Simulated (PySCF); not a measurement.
CH6O2SSi, SMILES [SiH](O)(SC)O.

Coordinates come from a B3LYP-D3(BJ)/def2-SVP optimisation. This is a generated structure with no PubChem entry under its InChIKey; it may be hypothetical. The values are those of a single conformer.

All values below come from PBE0/def2-TZVP (PySCF).

- total energy = -879.61403 hartree
- highest occupied level = -7.00 eV
- lowest empty level = 0.17 eV
- orbital gap = 7.16 eV
- dipole moment = 1.28 D
- quadrupole, principal values (traceless, Buckingham form, about the centre of nuclear charge) = -12.47, 0.94, 11.53 D·Å
- mean static polarisability = 62.2 bohr³ (9.21 Å³)
- polarisability, principal values = 52.3, 59.4, 74.8 bohr³
